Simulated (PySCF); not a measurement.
Species: `N#C[Si](C#N)(C#C)N`. The columns A, B, C and D hold Mulliken, IAO, Hirshfeld and ESP-fitted charges (e) of one PBE0/pcSseg-1 density (PySCF), in a shuffled order. Coordinates in Å (GFN2-xTB); the density's dipole moment is (3.47, -4.20, -1.07) D.

| atom | x | y | z | A | B | C | D |
| --- | --- | --- | --- | --- | --- | --- | --- |
| C1 | 2.698 | 0.360 | 0.315 | -0.135 | -0.045 | -0.139 | -0.169 |
| C2 | 1.509 | 0.234 | 0.188 | -0.365 | -0.159 | -0.203 | -0.377 |
| Si3 | -0.319 | 0.025 | -0.019 | +1.194 | +0.508 | +1.191 | +0.969 |
| N4 | -0.959 | -1.477 | -0.538 | -0.825 | -0.293 | -0.601 | -1.126 |
| C5 | -1.111 | 0.400 | 1.631 | -0.164 | -0.025 | -0.192 | +0.101 |
| N6 | -1.574 | 0.627 | 2.653 | -0.165 | -0.174 | -0.187 | -0.336 |
| C7 | -0.891 | 1.305 | -1.256 | -0.163 | -0.025 | -0.192 | +0.101 |
| N8 | -1.223 | 2.092 | -2.017 | -0.165 | -0.174 | -0.186 | -0.336 |
| H9 | 3.738 | 0.477 | 0.428 | +0.215 | +0.112 | +0.079 | +0.284 |
| H10 | -0.991 | -2.268 | 0.084 | +0.286 | +0.137 | +0.216 | +0.445 |
| H11 | -0.871 | -1.774 | -1.495 | +0.286 | +0.137 | +0.216 | +0.444 |

Question: Which column most likely holds the ESP-fitted charges?

Answer: D. Σ q r misses the density's dipole by 0.05 D (D), 1.31 D (A), 1.78 D (B), 1.97 D (C). Charges fitted to the outside potential are the only set here that is tied to the molecule's multipoles.

Question: And the Hirshfeld charges?

Answer: B. The mean sizes are 0.163 e (B), 0.309 e (C), 0.360 e (A), 0.426 e (D), and Hirshfeld charges are commonly the smallest of these schemes.

As computed, A = IAO, B = Hirshfeld, C = Mulliken, D = ESP-fitted.

The Hirshfeld scheme weights the molecular density at each point by an atom's share of the summed free-atom densities. The Mulliken scheme gives each basis function's population to the atom it is centred on and halves the overlap population of two atoms between them.

Geometry: GFN2-xTB, one conformer, isolated molecule.

Shape of the structure used: `[CH:1]#[C:2][Si:3]([NH2:4])([C:5]#[N:6])[C:7]#[N:8]`: H–N4–Si3–C2 74°, H–N4–Si3–C2 -74°.
